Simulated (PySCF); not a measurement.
A calculated (r2SCAN, PySCF 2.14, aug-cc-pwCVTZ-DK with one added diffuse shell each of s, p, d, f, g type, the spin-free X2C one-electron Hamiltonian (Gaussian nucleus)) atom or ion has these occupied shells.

```json
{"shell": "1s β", "electrons": "1", "orbital energy (eV)": "-7619.9", "rms radius, mean of both spins (bohr)": "0.0649"}
{"shell": "1s α", "electrons": "1", "orbital energy (eV)": "-7619.8", "rms radius, mean of both spins (bohr)": "0.0649"}
{"shell": "2s α", "electrons": "1", "orbital energy (eV)": "-916.94", "rms radius, mean of both spins (bohr)": "0.277"}
{"shell": "2s β", "electrons": "1", "orbital energy (eV)": "-914.93", "rms radius, mean of both spins (bohr)": "0.277"}
{"shell": "2p α", "electrons": "3", "orbital energy (eV)": "-784.81", "rms radius, mean of both spins (bohr)": "0.249"}
{"shell": "2p β", "electrons": "3", "orbital energy (eV)": "-783.29", "rms radius, mean of both spins (bohr)": "0.249"}
{"shell": "3s α", "electrons": "1", "orbital energy (eV)": "-116.33", "rms radius, mean of both spins (bohr)": "0.832"}
{"shell": "3s β", "electrons": "1", "orbital energy (eV)": "-111.39", "rms radius, mean of both spins (bohr)": "0.832"}
{"shell": "3p α", "electrons": "3", "orbital energy (eV)": "-78.156", "rms radius, mean of both spins (bohr)": "0.889"}
{"shell": "3p β", "electrons": "3", "orbital energy (eV)": "-73.427", "rms radius, mean of both spins (bohr)": "0.889"}
{"shell": "3d α", "electrons": "5", "orbital energy (eV)": "-18.432", "rms radius, mean of both spins (bohr)": "1.19"}
{"shell": "3d β", "electrons": "2", "orbital energy (eV)": "-16.278", "rms radius, mean of both spins (bohr)": "1.19"}
{"shell": "4s β", "electrons": "1", "orbital energy (eV)": "-13.167", "rms radius, mean of both spins (bohr)": "2.85"}
```

Problem. Name the element and its charge.

Solution. Co+ (cobalt, charge +1), in [Ar] 3d7 4s1, 4s spin antiparallel (an excited configuration).
